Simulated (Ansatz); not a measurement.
Geometry optimisation, RKS LDA/6-31G* (Ansatz).

The input (input.yaml):

```yaml
crystal:
  periodic: [false, false, false]
  atoms:
    - { symbol: B, position_ang: [0.0, 0.0, 0.0] }
    - { symbol: F, position_ang: [0.0, 0.0, 1.67] }
    - { symbol: C, position_ang: [1.3856, 0.0, -0.8] }
    - { symbol: H, position_ang: [1.7152, -1.0462, -0.9702] }
    - { symbol: H, position_ang: [1.2491, 0.508, -1.7774] }
    - { symbol: H, position_ang: [2.1552, 0.5381, -0.2082] }
    - { symbol: H, position_ang: [-1.0305, 0.0, -0.595] }
    - { symbol: "N", position_ang: [0.0829, 1.7537, 0.5833] }
    - { symbol: H, position_ang: [0.4765, 1.9752, 1.5423] }
    - { symbol: H, position_ang: [-0.2631, 2.537, -0.0414] }
    - { symbol: H, position_ang: [0.0507, 1.0726, 1.5337] }
basis:
  gaussian: { orbitals: "6-31G*" }
hamiltonian:
  xc: lda
relax:
  f_tol: 0.15
  max_steps: 25
  restrain:
    - { distance: [0, 7], at: 1.55, k: 30.0 }
    - { distance: [10, 1], at: 0.92, k: 30.0 }
    - { distance: [0, 1], at: 2.52, k: 30.0 }
    - { distance: [10, 7], at: 2.26, k: 30.0 }
output:
  orbitals: {}
```

Launched with:

```bash
$ ansatz run input.yaml --threads 1 --pin off --max-ram 2048MiB --backend cpu --events-out ev --progress --plain --runs-dir out
```

Where does it end, and by what steps?

The forces met the threshold. The restraints hold the end off the free minimum. After 10 steps the energy has fallen by 3.784 eV (the restraints' own energy left out); H9 moved furthest, 1.21 Å. Parted: N8–H11 (1.17 → 2.25 Å).

```json
{"step": "0", "energy less start (eV)": "0.0000", "largest force component (eV/Å)": "5.218", "accepted": "yes"}
{"step": "1", "energy less start (eV)": "-1.0964", "largest force component (eV/Å)": "4.825", "accepted": "yes"}
{"step": "2", "energy less start (eV)": "-1.5141", "largest force component (eV/Å)": "4.081", "accepted": "yes"}
{"step": "3", "energy less start (eV)": "-2.0787", "largest force component (eV/Å)": "2.905", "accepted": "yes"}
{"step": "4", "energy less start (eV)": "-2.6548", "largest force component (eV/Å)": "1.361", "accepted": "yes"}
{"step": "5", "energy less start (eV)": "-3.0380", "largest force component (eV/Å)": "1.734", "accepted": "yes"}
{"step": "6", "energy less start (eV)": "-3.3098", "largest force component (eV/Å)": "1.903", "accepted": "yes"}
{"step": "7", "energy less start (eV)": "-3.5706", "largest force component (eV/Å)": "2.069", "accepted": "yes"}
{"step": "8", "energy less start (eV)": "-3.7415", "largest force component (eV/Å)": "2.155", "accepted": "yes"}
{"step": "9", "energy less start (eV)": "-3.7654", "largest force component (eV/Å)": "2.262", "accepted": "yes"}
{"step": "10", "energy less start (eV)": "-3.7839", "largest force component (eV/Å)": "2.186", "accepted": "yes"}
```

```xyz
11
Properties=species:S:1:pos:R:3
B 0.055 0.679 -0.328
F 0.046 -0.580 1.857
C 1.415 0.030 -0.712
H 1.395 -1.052 -0.490
H 1.621 0.129 -1.799
H 2.278 0.467 -0.174
H -1.032 0.254 -0.630
N 0.022 1.996 0.339
H 0.875 2.523 0.536
H -0.838 2.532 0.460
H -0.017 0.359 1.879
```

The run took 22 s on 1 thread of Arm Neoverse V1, on a shared host, peak memory 0.15 GiB.
